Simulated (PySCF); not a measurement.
Structure with atom numbers: `[CH3:1][O:2][B:3]([O:4][CH3:5])[O:6][CH:7]([CH3:8])[CH3:9]`. Each H is labelled by its parent atom.

Geometry: PBE0-D3(BJ)/def2-SVP; GIAO absolute shieldings from PySCF 2.14.0 with density-fitted response routines, gas phase, non-relativistic, averaged over equivalent atoms.

At CAM-B3LYP/pcSseg-1 (218 basis functions, 100 s wall time on 1 thread of an Arm Neoverse N1, shared host):
```
      atoms  σ (ppm)
         C7    112.8
      C1/C5    130.1
      C8/C9    158.8
         O6    219.5
      O2/O4    269.5
         B3     81.8
      H(C7)    27.42
H(C1)/H(C5)    27.83
H(C8)/H(C9)    29.99
```

Question: Predict the values at PBE0/pcSseg-1 on the same geometry.

Answer: 
| atoms | σ at PBE0/pcSseg-1 | change |
| --- | --- | --- |
| C7 | 115.3 | +2.5 |
| C1/C5 | 132.4 | +2.3 |
| C8/C9 | 161.0 | +2.2 |
| O6 | 216.2 | -3.3 |
| O2/O4 | 266.7 | -2.8 |
| B3 | 84.1 | +2.3 |
| H(C7) | 27.33 | -0.09 |
| H(C1)/H(C5) | 27.80 | -0.03 |
| H(C8)/H(C9) | 29.95 | -0.04 |

The largest change is at O6 (oxygen bonded to C, B). Cost: 218 basis functions, 80 s wall time on 1 thread of an Arm Neoverse N1, shared host. The order of the carbon signals is the same at both levels.
